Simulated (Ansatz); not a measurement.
SiNH3OF2, singlet: at a first-order saddle point.

Input (in.yaml):

```yaml
crystal:
  periodic: [false, false, false]
  atoms:
    - {symbol: Si, position_ang: [-0.805814, 0.223364, 0.213730]}
    - {symbol: N, position_ang: [0.941659, -0.179194, -0.137409]}
    - {symbol: O, position_ang: [-1.205434, -0.642231, -1.020344]}
    - {symbol: H, position_ang: [0.184166, -0.711524, -0.955447]}
    - {symbol: F, position_ang: [-0.973164, 1.793604, 0.217020]}
    - {symbol: F, position_ang: [-1.142863, -0.227006, 1.689274]}
    - {symbol: H, position_ang: [1.444316, -0.799010, 0.485075]}
    - {symbol: H, position_ang: [1.556935, 0.541997, -0.491898]}
basis:
  gaussian: {orbitals: def2-TZVPP}
hamiltonian: {xc: {name: BHLYP}, dispersion: d4}
```

Command:

```bash
ansatz run in.yaml --threads 4 --pin off --events-out ev --progress --plain --max-ram 9574MiB
```

What Ansatz 0.2.0 printed:

```
Functional definition: BHLYP
  name "BHLYP"
  cite "Becke, J. Chem. Phys. 98, 1372 (1993) doi:10.1063/1.464304"
  cite "Becke, Phys. Rev. A 38, 3098 (1988) doi:10.1103/PhysRevA.38.3098"
  cite "Lee, Yang & Parr, Phys. Rev. B 37, 785 (1988) doi:10.1103/PhysRevB.37.785"
  parameter a = 0.5
  exchange = (1 - a)*b88_x + a*exact_x
  correlation = lyp_c
1183 factors; their error is unknown
mean field evaluation 1: about -16894.2088 eV, gradient 7.2e1 eV
mean field evaluation 2: about -16890.5817 eV, gradient 8.5e1 eV
mean field evaluation 4: about -16902.2781 eV, gradient 2.6e0 eV
mean field evaluation 8: about -16902.2895 eV, gradient 5.0e-2 eV
mean field evaluation 16: about -16902.3983 eV, gradient 3.2e-5 eV
mean field -16902.39828525 eV, -621.1516801259 hartree, gradient 3.2e-5 eV, S^2 0.000000; 0 other end points of the search recorded, 0 dependent functions left out
reference -16902.39842920 eV, -621.1516854159 hartree; 25, 25 occupied and 183, 183 virtual orbitals, 1183 factors
Total energy: -16902.56678860 eV, -621.1578725099 hartree
```

The lines “mean field evaluation” count trial sets of orbitals through the whole run, from several starts and some on an approximate energy, so they need not fall steadily or lie above the final value.

Hardware: 4 CPU threads of an Arm Neoverse V1, shared host. Wall time about 1.7 s.
